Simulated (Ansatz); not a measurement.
## How methods differ on C2H3BrO (SMILES CC(=O)Br)

C2H3BrO has 7 atoms, charge 0, and is taken as a singlet. SMILES: `CC(=O)Br`. The shape is that of a PBE0-D4/def2-TZVP optimisation.

Each level gives the atomisation enthalpy at 298 K (kJ/mol). The values are calculated. The thermal term (zero-point and 298 K enthalpy, harmonic and unscaled) is that of PBE0-D4/def2-TZVP; the spin-orbit lowering of the free atoms at 298 K, 15.1 kJ/mol by their spectra, is taken off.

**The experiment to reproduce.** CRC Handbook of Chemistry and Physics gives the atomisation enthalpy at 298 K of the gas as 2639 kJ/mol.

```tsv
level	kind	program	value (kJ/mol)	computed − measured	CPU time (all runs)
BLYP/6-31G* (spherical functions)	GGA	Ansatz	2644	+5	11 s
r2SCAN/6-31G* (spherical functions)	meta-GGA	Ansatz	2658	+19	25 s
PBE0/6-31G* (spherical functions)	global hybrid	Ansatz	2651	+12	9.5 s
HSE06/6-31G* (spherical functions)	range-separated hybrid	Ansatz	2655	+16	11 s
B2PLYP/6-31G* (spherical functions)	double hybrid	Ansatz	2561	-78	13 s
RPA@PBE/6-31G* (spherical functions)	RPA	Ansatz	2280	-359	16 s
RPA@PBE0/6-31G* (spherical functions)	RPA	Ansatz	2345	-294	16 s
MP2/6-31G* (spherical functions)	perturbation theory	Ansatz	2471	-168	3.9 s
BCCD(T)/6-31G* (spherical functions)	coupled cluster or CI	Ansatz	2401	-238	26 s
```

Nearest: BLYP/6-31G* (spherical functions) (+5 kJ/mol); farthest: RPA@PBE/6-31G* (spherical functions) (-359 kJ/mol). Computed less measured by kind, in kJ/mol (6-31G* rows): GGA +5; meta-GGA +19; global hybrid +12; range-separated hybrid +16; double hybrid -78; RPA -359 to -294; perturbation theory -168; coupled cluster or CI -238. In a finite basis correlated wave-function methods underbind, so their errors here aren't those of the basis-set limit. All-electron rows without a relativistic Hamiltonian named are non-relativistic. In the correlated wave-function rows the outer d shell of Br is correlated, in sets not made for it. CPU times are rough (shared hosts, several kinds of processor): they show what a rung costs within a factor of a few.
